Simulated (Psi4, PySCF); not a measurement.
PySCF was given this input:
```python
from pyscf import gto, scf, dft

mol = gto.M(
    atom='''
N     0.84063889   -1.21868002   -0.43521389
C    -0.07340802   -0.30783895   -0.02671367
N    -1.31379611   -0.76552040    0.26302879
S     0.30715846    1.28807913    0.11177703
H     0.67514581   -2.20504393   -0.31991705
H     1.79486212   -0.90665769   -0.49376199
H    -1.60346404   -1.68788922   -0.01790421
H    -2.02853056   -0.07323863    0.40872847
''',
    basis='6-31g**',
    verbose=3,
)

mf = dft.RKS(mol)
mf.xc = 'pbe'
mf.grids.atom_grid = (99, 590)
mf.grids.prune = None
mf.kernel()
```

Q: Give the equivalent Psi4 input.

A: Several could match; the one computed here: 
```
memory 2 GB

molecule mol {
0 1
N     0.840639   -1.218680   -0.435214
C    -0.073408   -0.307839   -0.026714
N    -1.313796   -0.765520    0.263029
S     0.307158    1.288079    0.111777
H     0.675146   -2.205044   -0.319917
H     1.794862   -0.906658   -0.493762
H    -1.603464   -1.687889   -0.017904
H    -2.028531   -0.073239    0.408728
}

set {
  basis 6-31g**
  reference rks
  scf_type pk
  puream true
  d_convergence 1e-8
  dft_radial_points 99
  dft_spherical_points 590
}

energy('pbe')
print_variables()
```

Both were run: PySCF gave -547.855360 Eh and Psi4 -547.855360 Eh, 0.000 mEh apart.
